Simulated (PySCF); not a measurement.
A PySCF script (with the pyscf-properties extension) for the NMR shieldings of `C#C[Si@H](C[SiH3])N([SiH3])[SiH2]Cl`, C$_{3}$H$_{12}$ClNSi$_{4}$, on a GFN2-xTB geometry:

```python
import basis_set_exchange as bse
import numpy as np
from pyscf import gto, dft
from pyscf.prop import nmr

atoms = """
C     0.625982   -3.297634   -1.699514
C     0.526119   -2.132944   -1.418827
Si    0.411410   -0.340583   -0.949238
C     1.866964    0.117666    0.173534
Si    1.892261    1.916371    0.784993
N    -1.120997   -0.130306   -0.117058
Si   -1.356037   -0.883148    1.439781
Si   -2.305869    0.978502   -0.712725
Cl   -1.945328    2.824345   -0.011018
H     0.706237   -4.316917   -1.950768
H     0.375223    0.465312   -2.174711
H     2.789235   -0.088529   -0.369373
H     1.867073   -0.547676    1.037325
H     3.151086    2.137419    1.510650
H     0.776147    2.172222    1.695040
H     1.843445    2.831698   -0.358138
H    -0.449471   -2.025707    1.509178
H    -2.750594   -1.320891    1.507455
H    -1.073609    0.079153    2.509929
H    -3.619911    0.563998   -0.240981
H    -2.218287    1.014593   -2.166007
"""
names = dict.fromkeys(["C", "Si", "N", "Cl", "H"], "pcSseg-1")
basis = {el: gto.basis.parse(bse.get_basis(n, elements=[el], fmt="nwchem")) for el, n in names.items()}
mol = gto.M(atom=atoms, basis=basis, charge=0, verbose=0)
mf = dft.RKS(mol, xc="PBE0")
mf.grids.level = 2
mf.grids.alignment = dft.numint.BLKSIZE   # the property module wants whole blocks of grid points
mf.conv_tol = 1e-9
mf.kernel()

calc = nmr.RKS(mf)   # GIAO
C = mf.mo_coeff
Co = C[:, mf.mo_occ > 0]
resp = mf.gen_response(singlet=True, hermi=2)
def vind(x):   # induced exchange potential for any number of trial vectors
    d = np.einsum("pi,xij,qj->xpq", C, 2 * x.reshape(-1, C.shape[1], Co.shape[1]), Co, optimize=True)
    return np.einsum("xpq,pi,qj->xij", resp(d - d.transpose(0, 2, 1)), C, Co, optimize=True).ravel()
mo1, _ = nmr.rhf.solve_mo1(calc, with_cphf=vind)
sigma = calc.kernel(mo1)
for i, s in enumerate(sigma):   # ppm
    w = np.linalg.eigvalsh((s + s.T) / 2)
    print("%2d %-2s iso %8.1f  s11 %8.1f  s22 %8.1f  s33 %8.1f" % (i, mol.atom_pure_symbol(i), w.mean(), *w))
```

Question: Give the expected output.

Answer: 
```
 0 C  iso     84.7  s11      0.6  s22      9.6  s33    243.8
 1 C  iso     95.7  s11     -7.2  s22      3.4  s33    290.9
 2 Si iso    376.3  s11    331.6  s22    379.0  s33    418.4
 3 C  iso    190.6  s11    180.2  s22    190.9  s33    200.5
 4 Si iso    423.9  s11    403.9  s22    406.8  s33    460.9
 5 N  iso    228.9  s11    177.5  s22    238.8  s33    270.5
 6 Si iso    403.2  s11    363.5  s22    382.7  s33    463.3
 7 Si iso    365.4  s11    331.7  s22    358.4  s33    406.1
 8 Cl iso    907.4  s11    772.5  s22    936.5  s33   1013.3
 9 H  iso     29.7  s11     24.6  s22     24.7  s33     39.9
10 H  iso     26.6  s11     23.6  s22     25.6  s33     30.7
11 H  iso     31.8  s11     25.8  s22     29.4  s33     40.1
12 H  iso     31.3  s11     27.2  s22     29.7  s33     37.0
13 H  iso     27.6  s11     23.7  s22     25.1  s33     33.9
14 H  iso     27.5  s11     23.8  s22     27.7  s33     30.9
15 H  iso     27.7  s11     24.5  s22     26.2  s33     32.4
16 H  iso     26.8  s11     23.1  s22     26.5  s33     30.8
17 H  iso     27.0  s11     23.3  s22     24.9  s33     32.8
18 H  iso     26.8  s11     23.1  s22     25.5  s33     32.0
19 H  iso     26.4  s11     22.1  s22     25.0  s33     32.0
20 H  iso     26.4  s11     22.0  s22     25.4  s33     31.7
```

These numbers come from an equivalent density-fitted implementation of the same equations, which agrees with the script to about 0.01 ppm for H and up to a few tenths of a ppm for heavy atoms, so last digits may differ.

Question: Turn these shieldings into chemical shifts. References, each an isolated molecule treated in the same way: $^{13}$C (186.93 ppm), $^{29}$Si (349.16 ppm), $^{1}$H (31.72 ppm) vs TMS; $^{15}$N (267.73 ppm) vs NH3; HCl for $^{35}$Cl (949.78 ppm).

Answer: Averaging equivalent atoms: C 0: 102.2; C 1: 91.2; C 3: -3.6; Si 7: -16.2; Si 2: -27.2; Si 6: -54.0; Si 4: -74.7; N 5: 38.8; Cl 8: 42; H 20: 5.35; H 19: 5.33; H 10: 5.10; H 16/17/18: 4.85; H 13/14/15: 4.14; H 9: 2.00; H 12: 0.43; H 11: -0.07 ppm. Experimental scales use liquid or dissolved standards, which lie at an offset from isolated NH3 (liquid NH3: subtract about 20 ppm).

Size and cost of the density-fitted run: 248 basis functions, 2.3 min wall time on 1 thread of an Arm Neoverse N1, shared host; peak memory 1.2 GiB.
